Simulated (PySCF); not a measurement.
Compound: C₅H₅FN (charge -1).
Bonds: C1–C2 (double), C2–C3, C3–C4, C4–F5, C4–C6, C6–N7 (triple). Hydrogens: H8, H9 on C1; H10 on C2; H11, H12 on C3.

The geometry is computed with GFN2-xTB (gas phase).

(1) What internal coordinates does the optimisation give?

Results:

(1) 
```tsv
bond	length (Å)	order
C1=C2	1.329	double
C2–C3	1.491	single
C3–C4	1.512	single
C4–F5	1.440	single
C4–C6	1.365	single
C6≡N7	1.171	triple
C1–H8	1.080	single
C1–H9	1.079	single
C2–H10	1.085	single
C3–H11, C3–H12	1.096	single
```

Bonds in one row agree within 0.01 Å and their mean is given. Orders are formal, as drawn. A selection of angles:
```tsv
angle	degrees
C2–C1–H8	122.5
C2–C1–H9	121.4
H8–C1–H9	116.1
C1–C2–C3	125.2
C1–C2–H10	119.5
C3–C2–H10	114.9
C2–C3–C4	108.4
C2–C3–H11	110.7
C4–C3–H11	108.9
H11–C3–H12	109.1
C3–C4–F5	110.8
C3–C4–C6	121.5
F5–C4–C6	114.9
C4–C6–N7	168.0
```

Dihedral angles: C1–C2–C3–C4 107° (anticlinal); C2–C3–C4–F5 76° (synclinal). The mirror-image conformer, all signs reversed, is as good.

C2 (alkene CH carbon) is planar (angles 125.2°, 119.5° and 114.9°, sum 359.6°, 0.05 Å off the plane of its three neighbours). C4 (carbon bonded to 2 C and F) is pyramidal (angles 121.5°, 114.9° and 110.8°, sum 347.1°, 0.30 Å off the plane of its three neighbours). C1 (terminal =CH2 carbon) is planar (angles 122.5°, 121.4° and 116.1°, sum 359.9°, 0.01 Å off the plane of its three neighbours). Of the pairs four or more bonds apart, H9···H11 is among the closest relative to their van der Waals radii: 2.47 Å, 103 % of the sum of Bondi's values. The 4 C–C bonds span 1.329 Å (C1=C2, drawn double) to 1.512 Å (C3–C4, drawn single), a spread of 0.183 Å.

Point group: C1 (no symmetry element, even within 0.4 Å). GFN2-xTB frequencies: not computed here.
